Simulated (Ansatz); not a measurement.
System: CH5In, charge 0, multiplicity 1. 
Structure (B3LYP-D3(BJ)/def2-TZVP (Ansatz, a first-principles code) minimum search):
```
C
H 1 1.0887
H 1 1.0896 2 109.63
H 1 1.0921 2 108.48 3 117.71
In 1 2.1741 2 111.22 4 119.72
H 5 1.7372 1 120.68 2 -21.08
H 5 1.7377 6 119.28 1 179.35
```
Charge 0, spin multiplicity 1.

Basis-set convergence of Hartree-Fock and CCSD(T) correlation energies (hartree) with Ansatz. Cores are frozen in the correlated levels unless marked. Spin-orbit coupling is left out. The frozen core is the preceding noble-gas configuration, with the filled d and f shells of earlier blocks. In def2 rows, elements after Kr have scalar-relativistic effective core potentials.

| basis | functions | E(HF) | E(corr, CCSD(T)) |
|---|---|---|---|
| def2-SVPD | 92 | -229.91733 | -0.26732 |
| def2-TZVPPD | 178 | -229.96878 | -0.30582 |
| def2-QZVPPD | 316 | -229.97216 | -0.31833 |

Extrapolating the two largest sets (X = 3 and 4) as X^-3: E(corr) = (64·(-0.31833) - 27·(-0.30582))/37 = -0.3275 Eh, an estimate of the basis-set limit. The largest set recovers 97.2 % of it, the smallest 81.6 %.
